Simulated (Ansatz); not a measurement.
Reaction (substitution at a C–C bond): `CC(C)(C)C(C)(C)C` + `[OH][SnH3]` → `C[O][SnH3]` + `CC(C)C(C)(C)C`

Computed with Ansatz on PBE0-D4/def2-TZVP structures; ΔE is electronic, products minus reactants. CBS: MP2 limit from def2 TZ/QZ plus the TZ coupled-cluster correction, frozen cores. DFT in def2-TZVPP. Elements past krypton have def2 core potentials. For Sn outer-core shells are correlated without core-valence functions, which leaves a few kJ/mol of doubt a bond.

`CC(C)(C)C(C)(C)C`:

```xyz
26

C    -1.141   -0.166   -1.580
C     0.122    0.123   -0.766
C     0.527    1.574   -1.036
C     1.236   -0.778   -1.301
C    -0.122   -0.123    0.766
C    -0.809   -1.468    1.008
C    -1.010    0.968    1.368
C     1.197   -0.129    1.542
H    -1.393   -1.228   -1.578
H    -2.007    0.388   -1.211
H    -0.984    0.130   -2.621
H     1.384    1.882   -0.433
H    -0.292    2.269   -0.841
H     0.809    1.687   -2.086
H     2.211   -0.508   -0.890
H     1.301   -0.678   -2.388
H     1.056   -1.833   -1.081
H    -0.271   -2.297    0.542
H    -0.854   -1.671    2.081
H    -1.834   -1.476    0.631
H    -0.506    1.937    1.390
H    -1.948    1.086    0.820
H    -1.265    0.708    2.399
H     1.786    0.774    1.363
H     1.816   -0.992    1.288
H     0.993   -0.178    2.615
```

`[OH][SnH3]`:

```xyz
6

O     1.098   -0.123   -1.017
Sn   -0.268    0.199    0.366
H     0.973   -0.950   -1.487
H    -0.199   -1.075    1.503
H    -1.800    0.257   -0.390
H     0.196    1.693    1.025
```

`C[O][SnH3]`:

```xyz
9

C     0.811   -0.459   -1.120
O     0.440   -0.800    0.189
Sn   -0.785    0.384    1.173
H     1.489   -1.230   -1.498
H     1.339    0.504   -1.173
H    -0.049   -0.409   -1.804
H    -0.039    1.919    1.277
H    -0.966   -0.380    2.679
H    -2.240    0.471    0.279
```

`CC(C)C(C)(C)C`:

```xyz
23

C     1.958   -0.191    0.531
C     0.821    0.417   -0.284
C     1.029    0.079   -1.756
C    -0.591    0.056    0.247
C    -1.652    0.790   -0.574
C    -0.727    0.514    1.699
C    -0.866   -1.445    0.176
H     1.917    0.092    1.584
H     1.952   -1.283    0.473
H     2.921    0.147    0.139
H     0.898    1.509   -0.187
H     0.295    0.558   -2.405
H     0.981   -1.000   -1.930
H     2.018    0.412   -2.081
H    -2.642    0.640   -0.135
H    -1.457    1.867   -0.596
H    -1.695    0.433   -1.605
H    -0.480    1.575    1.802
H    -1.756    0.377    2.044
H    -0.079   -0.051    2.371
H    -0.821   -1.818   -0.850
H    -0.156   -2.016    0.778
H    -1.868   -1.661    0.559
```

| level | ΔE (kJ/mol) |
| --- | --- |
| ωB97M-V | 55.4 |
| BHLYP | 37.3 |
| CCSD/def2-SVP | 44.7 |
| CCSD(T)/def2-SVP | 47.5 |

Q: What does CCSD(T)/CBS give? (An estimate is asked.)

A: Computed: +57.7 kJ/mol. The listed levels differ from it by -2.3, -20.4, -13.0, -10.2 kJ/mol.

Largest T1 diagnostic among the species: 0.014.

From PBE to PBE0 (25 % exact exchange), in def2-TZVPP and without D4, ΔE moves by +3.8 kJ/mol. At CCSD(T), def2-SVP lies −10.2 kJ/mol from the extrapolated value and def2-TZVPP +0.1 kJ/mol.
